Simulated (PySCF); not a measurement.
# GaHF + HCl → GaHCl + HF

Level: PBE0 in the def2-TZVP basis family, all electrons, no relativity, computed in PySCF with density fitting; open shells unrestricted.

| species | state and structure | E (Eh) | ZPE (kJ/mol) | H(298 K) − H(0) (kJ/mol) | S° (J/(mol K)) |
| --- | --- | --- | --- | --- | --- |
| GaHF | doublet, Cs, Ga–F 1.767 Å, Ga–H 1.610 Å; F–Ga–H 114.1° | -2024.98784 | 17.3 | 10.8 | 258.6 |
| HCl | singlet, C∞v, H–Cl 1.279 Å | -460.66440 | 17.9 | 8.7 | 186.6 |
| GaHCl | doublet, Cs, Ga–Cl 2.168 Å, Ga–H 1.604 Å; Cl–Ga–H 115.6° | -2385.27294 | 16.0 | 11.3 | 270.0 |
| HF | singlet, C∞v, H–F 0.920 Å | -100.39188 | 24.9 | 8.7 | 173.6 |

**Question.** What is the electronic reaction energy?

**Answer.** At PBE0/def2-TZVP, ΔE = -33.0 kJ/mol from the differences of the total energies times 2625.5, downhill. 

**Question.** Add zero-point, thermal and entropy terms for 298.15 K and 1 bar.

**Answer.** ΔZPE = 5.7 and Δ[H(298) − H(0)] = 0.5 kJ/mol give ΔH° = -26.8 kJ/mol. ΔS° = -1.6 J/(mol K), so ΔG° = -26.8 − 298.15 × (-0.0016) = -26 kJ/mol and log₁₀K = 4.6.

Each species is the lowest minimum found with this bonding; other isomers or fragments can lie lower.
